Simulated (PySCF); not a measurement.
Compound: BH7P2Si.
InChI=1S/BH7P2Si/c2-1-3-4/h1,3H,2H2,4H3

The calculation used MP2 and CCSD/aug-cc-pVDZ in PySCF, restricted Hartree–Fock reference, 16 core orbitals frozen, non-relativistic, gas phase, PBE0-D3(BJ)/def2-SVP geometry.

E(HF) = -999.16814 Eh.

Q: How large is the problem?

A: 167 basis functions and 56 electrons; 16 orbitals frozen, which leaves o = 12 correlated occupied and v = 139 virtual orbitals. That is o·v = 1668 singles and o·v(o·v + 1)/2 = 1391946 distinct closed-shell doubles amplitudes before symmetry; the costliest CCSD step grows as o²v⁴ = 5.4 × 10^10.

Q: What are the MP2 and CCSD correlation energies?

A: MP2 -0.4551 Eh and CCSD -0.5294 Eh, which gives totals of -999.62324 and -999.69754 Eh. That is 0.600 eV for each correlated electron at CCSD (1390 kJ/mol in all, 0.053 % of the total energy); MP2 gives 86.0 % of the CCSD value.

Q: What is the T1 diagnostic?

A: 0.0175, below the customary warning level of 0.02. It is the norm of the spatial-orbital singles amplitudes over the root of the number of correlated electrons, so the norm is 0.086.

Connected triples and the basis-set limit are missing.

The job also held the EOM ionisation roots. Hardware: an Arm Neoverse N1 with one thread, shared host. Cost: 7.0 min wall, 3.0 GiB resident at most.

Shape of the structure used: `[SiH3:1][PH:2][BH:3][PH2:4]`: Si1–P2–B3–P4 -123°, H–P4–B3–P2 -34°, H–P4–B3–P2 -137°.

One conformer stands for the species.
